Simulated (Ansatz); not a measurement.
Species: sum formula SiAsH4, charge -1, multiplicity 1. It need not be the lowest isomer of its formula. Whether it binds its extra electron was not tested at this geometry. 
Structure (B3LYP-D3(BJ)/def2-TZVP (Ansatz, a quantum-chemistry and plane-wave program) minimum search):
SMILES: [SiH3][AsH-]
```xyz
6

Si    -1.4353     0.1829     0.3782
As     0.7614    -0.1253    -0.2319
H     -2.3153    -0.6875    -0.4773
H     -2.0748     1.5457     0.2289
H     -1.8850    -0.1699     1.7789
H      1.2449     0.8855     0.8276
```
Charge -1, spin multiplicity 1.

Basis-set convergence of Hartree-Fock and MP2 correlation energies (hartree) with Ansatz. Cores are frozen in the correlated levels unless marked. No spin-orbit coupling. Frozen are the shells of the preceding noble gas and the d and f shells that filled before the atom's block. No relativistic terms. This anion needs diffuse functions, which these sets lack.

```csv
basis,functions,E(HF),"E(corr, MP2)"
def2-SVP,70,-2525.09306,-0.22369
def2-TZVPP,146,(withheld),(withheld)
```

**Question.** Complete the blanks.

**Answer.** 
- def2-TZVPP, E(HF): -2525.47957
- def2-TZVPP, E(corr, MP2): -0.28613
